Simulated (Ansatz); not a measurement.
Saddle point of InH$_{2}$ClO$_{2}$, singlet (InH₂ClO₂ ([OH][In]([OH])[Cl]) → InClO + H₂O (still joined by a long In–O bond); bonds formed: O2–H4; bonds broken: O3–H4; bonds weakened to dative contacts: In1–O2), PBE0-D4/def2-TZVP structure:

```xyz
6
angstrom
In -0.7700 0.5814 0.4947
O 1.0258 -0.5396 -0.2499
O -1.2664 -1.1767 0.0246
H 0.0886 -1.1645 -0.3015
Cl -0.5421 2.7443 1.1316
H 1.4642 -0.4449 -1.0994
```

Energies are electronic, without zero-point energy. Barriers and step energies count from the start structure reached by relaxing down the imaginary mode; all methods use the PBE0-D4 structures, on which another method's saddle can fall below an end. Computed with Ansatz 0.2.0 (basis: def2-TZVPP, with def2-QZVPP for the basis limit); correlated methods freeze the cores. Filled d shells of the heavier atoms are correlated. Core potentials replace the inner electrons of the atoms past krypton. The def2 sets are not built for correlating such inner shells, so the correlated values are less sure here. B3LYP uses VWN-RPA correlation. Extrapolation: Hartree–Fock as exp(−7.88 √X), correlation as X^−2.97.

```csv
method,barrier (kcal/mol),step energy (kcal/mol)
SPW92,30.48,32.23
PBE-D4,34.64,32.72
BLYP-D4,35.88,31.94
r2SCAN-D4,38.70,37.00
B97M-V,41.60,37.42
PBE0-D4,41.22,39.29
B3LYP-D4,40.99,37.35
r2SCAN0-D4,?,41.78
BHLYP-D4,48.48,44.67
CAM-B3LYP-D4,?,40.96
wB97X-V,45.09,42.85
wB97M-V,?,41.77
B2PLYP,40.47,36.78
PBE-QIDH,43.38,41.20
RPA on PBE,40.23,37.05
HF,60.95,55.22
MP2,39.95,36.92
CCSD,46.36,43.14
CCSD(T),42.62,39.63
```

**Question.** Fill in the withheld barriers. (An estimate is asked for; the value comes from the calculation.)

**Answer.** By the calculation: r2SCAN0-D4 43.53; wB97M-V 44.29; CAM-B3LYP-D4 43.47 kcal/mol. Each is the energy of the saddle less that of the start structure, by the same method.

For comparison, the barrier by CCSD(T) at an estimated basis limit (MP2 extrapolated from triple and quadruple zeta, plus CCSD(T) − MP2 in triple zeta) is 42.87 kcal/mol.

T1 diagnostic: at most 0.023. The restricted Hartree–Fock reference is unstable towards an unrestricted one at one or more of these structures.

Labels in which every atom is bracketed show which atoms are joined, not bond orders.

For scale, one of the runs: CCSD(T)/def2-TZVPP, 182 basis functions, launched by `ansatz run in.yaml --threads 4 --pin off --events-out ev --progress --plain --max-ram 9574MiB`. Hardware: 4 CPU threads of an Arm Neoverse V1, shared host. Wall time 60 s; peak host memory 2 GiB.
